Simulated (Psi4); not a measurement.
A dimer, H4Si ··· F4Si (SMILES [SiH4] and F[Si](F)(F)F); the first 5 atoms form monomer A.

```
10

Si     0.0000     0.0000     0.0000
H     -0.5483     1.3597     0.2048
H      0.4774    -0.5395     1.2932
H     -1.0579    -0.8821    -0.5423
H      1.1288     0.0620    -0.9557
F     -1.2860     1.6296    -3.9034
Si    -1.1881     3.1571    -3.5656
F     -1.4354     3.9971    -4.8656
F     -2.2702     3.5239    -2.4925
F      0.2388     3.4783    -3.0017
```

What interaction energy does SAPT0/jun-cc-pVDZ, frozen core run with Psi4 give, and which attractive term is the largest?

Total -0.12 kcal/mol: electrostatics 0.08, exchange 0.08, induction -0.02, dispersion -0.26. The most attractive term is dispersion.
